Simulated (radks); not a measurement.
The numbers below are computed, except where a source is named.
Trend from La+ to Lu+: ionisation energy by Delta-SCF between NIST ground configurations, and size. Code: a radial shooting solver on a logarithmic mesh with Libxc functionals. Model: scalar-relativistic Kohn-Sham, PBEsol, spin-polarised, spherical densities, finite nucleus; open shells are filled with parallel spins first (spin-orbit coupling, left out, can overturn this in heavy ions); Fermi nuclear charge, rms radius of each element as measured or else 0.836 A^(1/3) + 0.57 fm.

species,configuration,IE (eV),NIST (eV),kind,-e(HOMO) (eV)
La+,[Xe] 5d2,11.209,11.185,exp.,7.621 (5d)
Ce+,[Xe] 4f1 5d2,9.743,10.96,semi-emp.,7.700 (5d)
Pr+,[Xe] 4f3 6s1,10.821,10.63,semi-emp.,7.739 (4f)
Nd+,[Xe] 4f4 6s1,10.993,10.78,semi-emp.,8.550 (4f)
Pm+,[Xe] 4f5 6s1,11.155,10.94,semi-emp.,8.727 (6s)
Sm+,[Xe] 4f6 6s1,11.311,11.08,semi-emp.,8.843 (6s)
Eu+,[Xe] 4f7 6s1,11.464,11.24,semi-emp.,8.957 (6s)
Gd+,[Xe] 4f7 5d1 6s1,12.546,12.08,semi-emp.,9.074 (5d)
Tb+,[Xe] 4f9 6s1,11.727,11.51,semi-emp.,7.186 (4f)
Dy+,[Xe] 4f10 6s1,11.854,11.65,semi-emp.,7.836 (4f)
Ho+,[Xe] 4f11 6s1,11.980,11.78,semi-emp.,8.405 (4f)
Er+,[Xe] 4f12 6s1,12.107,11.92,semi-emp.,8.907 (4f)
Tm+,[Xe] 4f13 6s1,12.236,12.07,semi-emp.,9.351 (4f)
Yb+,[Xe] 4f14 6s1,12.368,12.179,exp.,9.667 (6s)
Lu+,[Xe] 4f14 6s2,14.006,14.13,semi-emp.,11.086 (6s)

Reference values: NIST Atomic Spectra Database (exp. = measured, semi-emp. = semi-empirical, theory = theoretical value adopted there). Open shells are spherical and high-spin; term and fine-structure splittings are not resolved. Spin-orbit splitting is averaged out at the scalar-relativistic level.
